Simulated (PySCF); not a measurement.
**Dipole moment and polarisability of `CC(=O)C=C(C#N)C#N`**

C6H4N2O.
Geometry (GFN2-xTB, Å), atoms numbered from 1 in this order:
```
atom  x, y, z in Å
C1    -2.253   -0.415    0.096
C2    -0.784   -0.705   -0.029
O3    -0.322   -1.807   -0.199
C4     0.081    0.496    0.073
C5     1.421    0.412   -0.043
C6     2.244    1.565    0.054
N7     2.893    2.504    0.135
C8     2.134   -0.796   -0.272
N9     2.804   -1.705   -0.457
H10   -2.454    0.061    1.054
H11   -2.824   -1.336    0.019
H12   -2.559    0.271   -0.692
H13   -0.386    1.456    0.244
```

Level: B3LYP/def2-SVPD (PySCF), static field, nuclei fixed, core orbitals frozen in the response. The polarisability tensor in these axes (au):

```
x   113.76   7.97  -3.66
y     7.97  92.76   5.24
z    -3.66   5.24  51.46
```

Q: Give the principal values, the mean and the anisotropy Δα = √{½[(α1 − α2)² + (α2 − α3)² + (α1 − α3)²]}.

A: Principal values 50.46, 91.02 and 116.49 au; mean 85.99 au = 12.74 Å³ = 14.18 × 10⁻⁴⁰ C²·m²/J; Δα = 57.68 au (67 % of the mean).

Q: What is the dipole moment, and where does it point?

A: (-5.52, 2.13, 0.68) D, 5.96 D in size, pointing from the negative to the positive side. Measured along this direction, the outermost atoms are N9 at the negative end and H10 and H12 at the positive end.

Q: In a dilute gas of rigid molecules at 400 K, how does the orientational term μ²/3kT compare with the electronic polarisability?

A: In Gaussian units μ²/3kT = 214.08 Å³ against 12.74 Å³, a ratio of 16.80; the Debye molar polarisation (4π/3)N_A(α + μ²/3kT) is 572.2 cm³/mol, leaving out the vibrational part.

Q: Refractivity n − 1 of an ideal gas of it at 350 K and 1 atm, from the electronic α?

A: N = p/kT = 2.0968 × 10¹⁹ cm⁻³, so n − 1 = 2π × N × 12.74 × 10⁻²⁴ cm³ = 1679 × 10⁻⁶ at long wavelengths.

Q: Molar refractivity from α?

A: Lorentz–Lorenz: R = (4π/3)N_A α = 2.5225 cm³/(mol·Å³) × 12.74 Å³ = 32.1 cm³/mol, in the limit of long wavelengths.

Q: Traceless (Buckingham) quadrupole moment about the centre of nuclear charge: eigenvalues?

A: -16.97, 7.13, 9.84 D·Å. The values depend on the origin, since the dipole doesn't vanish. The electronic extent ⟨r²⟩ about the same centre is 1295 bohr², a root-mean-square distance of 2.42 Å for the 62 electrons.

One conformer (not necessarily the lowest) at the GFN2-xTB geometry, without solvent, vibrations or thermal averaging.
